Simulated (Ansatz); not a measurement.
Gas-phase electronic energies from Ansatz, PBE0-D4/def2-TZVP geometries. CCSD(T)/CBS is the MP2 limit (def2-TZVPP, def2-QZVPP) plus CCSD(T) − MP2 in def2-TZVPP, frozen cores. DFT in def2-TZVPP. For Br, Se, Ti outer-core shells are correlated without core-valence functions, which leaves a few kJ/mol of doubt a bond. Scalar relativity is left out up to krypton. One conformer a species, not always the lowest.

Consider the redistribution: `[F][Ti]([F])([F])[Br]` + `OC[SiH2][SeH]` → `[F][Ti]([F])([F])[SeH]` + `OC[SiH2]Br`.

Is it downhill or uphill in electronic energy at CCSD(T)/CBS, and by how much? (Estimate.)

Ansatz gave: Uphill: ΔE = +2.7 kcal/mol.

What do these levels give: PBE-QIDH, BLYP, r2SCAN0, LC-ωPBE, MP2/def2-SVP, CCSD/def2-TZVPP? (Estimate.)

Computed: PBE-QIDH 3.2, BLYP 2.7, r2SCAN0 3.0, LC-ωPBE 3.5, MP2/def2-SVP 4.1, CCSD/def2-TZVPP 3.4 kcal/mol.

Largest T1 diagnostic among the species: 0.023, so the coupled-cluster value is less sure than usual.

In def2-TZVPP, CCSD(T) changes the Hartree–Fock value by −1.5 kcal/mol (the triples alone add −0.3 kcal/mol) and MP2 by −1.6 kcal/mol. Leaving LDA and LC-ωPBE aside and taking each functional with its dispersion term where it has one, the values, not all of them listed here, spread over 0.8 kcal/mol, from PBE-D4 to ωB97X-V.
